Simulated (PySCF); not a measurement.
Vertical excitation energies

Species: C₉H₁₆.
SMILES: `C1CCC(C2CC2)CC1`

Method used: TDDFT CAM-B3LYP/def2-SVPD, vertical, gas phase, core orbitals frozen in the response (PySCF). The structure is a single PBE0-D3(BJ)/def2-SVP conformer in the gas phase; no vibrational or solvent corrections.

Problem. Predict the UV-vis stick spectrum at this level.

Solution. 

```
state  E (eV)  ν̃ (cm⁻¹)       f  symmetry   main configurations (H = HOMO, L = LUMO)
   S1    7.83      63150  0.0010         –        H→L+1 (42%), H→L (35%), H→L+3 (11%)
   S2    7.89      63630  0.0002         –                     H→L+1 (46%), H→L (43%)
   S3    8.12      65500  0.0027        A′  H-1→L (42%), H-1→L+3 (24%), H-1→L+1 (10%)
   S4    8.25      66510  0.0048        A′     H-1→L+1 (52%), H-1→L (20%), H→L+2 (8%)
   S5    8.30      66980   0.015        A′                 H→L+2 (72%), H-1→L+1 (16%)
   S6    8.33      67180  0.0009         –         H→L+3 (51%), H-4→L (26%), H→L (9%)
   S7    8.42      67890  0.0054        A′                 H-2→L (60%), H-1→L+3 (17%)
   S8    8.62      69520   0.020        A′                 H-3→L (47%), H-2→L+1 (24%)
   S9    8.63      69600   0.010        A′                 H-2→L+1 (61%), H-3→L (19%)
  S10    8.65      69800   0.040        A″                              H-1→L+2 (76%)
```

Triplets (Tamm–Dancoff): T1 7.69 eV, H→L (38%), H→L+1 (34%), H→L+3 (11%); T2 7.78 eV, H→L+1 (49%), H→L (37%); T3 7.94 eV, H-1→L (37%), H-1→L+3 (26%), H-1→L+1 (8%); T4 8.06 eV, H-1→L+1 (49%), H-1→L (20%), H-2→L (9%).

The lowest singlet comes at 158 nm (755 kJ/mol) in the vacuum ultraviolet; it is very weak; its leading configuration is HOMO→LUMO+1 (42%). The most intense listed level is S10 at 8.65 eV (143 nm, f = 0.040), 0.82 eV above S1. It is the last of those listed, so stronger ones may follow. S8/S9 lie within about 0.01 eV of each other. Löwdin shares by element: HOMO carbon 60% or more (atoms not listed hold the other 40%); LUMO carbon 26% or more (atoms not listed hold the other 74%). Of the 10 states listed, 4 reach f = 0.01 and 1 stays under 0.0005. The oscillator strengths of these states sum to 0.100; summed over the whole spectrum of an exact calculation they would give the number of electrons, 70 (Thomas–Reiche–Kuhn). Orbital energies (eV): HOMO-3 -9.99, HOMO-2 -9.82, HOMO-1 -9.51, HOMO -9.13, LUMO 1.42, LUMO+1 1.62, LUMO+2 1.84. No computed singlet lies in the visible range (380 to 750 nm); the lowest, at 158 nm, stands 4.57 eV above its violet end (3.26 eV). The vertical ionisation energy (ΔSCF) is 9.76 eV, 1.11 eV above S10. Symmetry labels in Cs follow from the direction of the transition dipole and are given only for states with f of 0.002 or more. Only the lowest 10 singlets were computed, as vertical energies without vibronic structure.
